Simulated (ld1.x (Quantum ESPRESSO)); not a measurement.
# u(r) = r·R(r): atom against pseudo-atom (N (Z = 7))

Columns: radius, all-electron u(r) and pseudo u(r) of the 2p shell (level -7.09 eV) of nitrogen in the configuration [He] 2s2 2p3; PBE, scalar-relativistic, TM scheme, ld1.x (Quantum ESPRESSO) 7.5.

```json
{"r (bohr)": "0.082", "all-electron": "0.0519", "pseudo": "0.0200"}
{"r (bohr)": "0.165", "all-electron": "0.1615", "pseudo": "0.0789"}
{"r (bohr)": "0.248", "all-electron": "0.2853", "pseudo": "0.1701"}
{"r (bohr)": "0.330", "all-electron": "0.4015", "pseudo": "0.2820"}
{"r (bohr)": "0.413", "all-electron": "0.5043", "pseudo": "0.4052"}
{"r (bohr)": "0.495", "all-electron": "0.5882", "pseudo": "0.5244"}
{"r (bohr)": "0.578", "all-electron": "0.6560", "pseudo": "0.6312"}
{"r (bohr)": "0.660", "all-electron": "0.7070", "pseudo": "0.7153"}
{"r (bohr)": "0.742", "all-electron": "0.7431", "pseudo": "0.7744"}
{"r (bohr)": "0.825", "all-electron": "0.7664", "pseudo": "0.8090"}
{"r (bohr)": "0.908", "all-electron": "0.7783", "pseudo": "0.8218"}
{"r (bohr)": "0.990", "all-electron": "0.7808", "pseudo": "0.8181"}
{"r (bohr)": "1.072", "all-electron": "0.7758", "pseudo": "0.8035"}
{"r (bohr)": "1.155", "all-electron": "0.7648", "pseudo": "0.7824"}
{"r (bohr)": "1.238", "all-electron": "0.7491", "pseudo": "0.7586"}
{"r (bohr)": "1.320", "all-electron": "0.7301", "pseudo": "0.7342"}
{"r (bohr)": "1.402", "all-electron": "0.7086", "pseudo": "0.7099"}
{"r (bohr)": "1.485", "all-electron": "0.6849", "pseudo": "0.6851"}
{"r (bohr)": "1.568", "all-electron": "0.6600", "pseudo": "0.6600"}
{"r (bohr)": "1.650", "all-electron": "0.6346", "pseudo": "0.6346"}
{"r (bohr)": "1.733", "all-electron": "0.6086", "pseudo": "0.6086"}
{"r (bohr)": "1.815", "all-electron": "0.5828", "pseudo": "0.5828"}
{"r (bohr)": "1.898", "all-electron": "0.5570", "pseudo": "0.5570"}
{"r (bohr)": "1.980", "all-electron": "0.5318", "pseudo": "0.5318"}
{"r (bohr)": "2.062", "all-electron": "0.5072", "pseudo": "0.5072"}
{"r (bohr)": "2.145", "all-electron": "0.4829", "pseudo": "0.4829"}
```

Q: How many radial nodes do the two functions have?

A: The all-electron 2p function has n − l − 1 = 0; the pseudo-wave has 0.

Q: At about which radius was the pseudo-wave matched?

A: 1.65 bohr. The columns agree to 0.0005 from 1.49 bohr on; several derivatives are matched, so the curves merge somewhat inside the radius.

Q: Is the pseudo-wave norm-conserving?

A: Yes: the TM scheme keeps the norm inside the radius equal to the all-electron one, which fixes the energy derivative of the logarithmic derivative at the level.
